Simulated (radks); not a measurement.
Values are calculated unless marked as measured or tabulated.
The tellurium anion Te2-, [Xe], held by a Watson sphere: a shell of charge +1.28 at radius R that stands for the Madelung well of a crystal (potential energy -1.28/R inside, -1.28/r outside, in hartree with lengths in bohr). Code: a radial shooting solver on a logarithmic mesh with Libxc functionals. Model: scalar-relativistic Kohn-Sham, LDA (Slater exchange, VWN5 correlation), spin-polarised, spherical densities, finite nucleus; Fermi nuclear charge, rms radius of each element as measured or else 0.836 A^(1/3) + 0.57 fm. Response by self-consistent Sternheimer equations with the Hartree and adiabatic LDA kernel, the relativistic mass of each level held fixed and spin-orbit coupling left out. The sphere does not respond.

| R (bohr) | e(4d) (eV) | e(5s) (eV) | e(5p) (eV) | <r> 5p (bohr) | sum of <r^2> (bohr^2) | X-ray form factor at sin(theta)/lambda = 0.3 1/angstrom | alpha (bohr^3) |
|---|---|---|---|---|---|---|---|
| 2.36 | -35.924 | -10.968 | -2.100 | 2.760 | 83.15 | 35.952 | 67.23 |
| 4.08 | -35.122 | -9.489 | -1.161 | 3.100 | 99.46 | 36.045 | 133.2 |
| 5.08 | -34.840 | -8.988 | -0.631 | 3.255 | 108.6 | 36.057 | 207.3 |
| 5.1 | -34.835 | -8.980 | -0.621 | 3.258 | 108.8 | 36.057 | 209.2 |
| 5.63 | -34.694 | -8.777 | -0.388 | 3.330 | 113.6 | 36.060 | 267.3 |
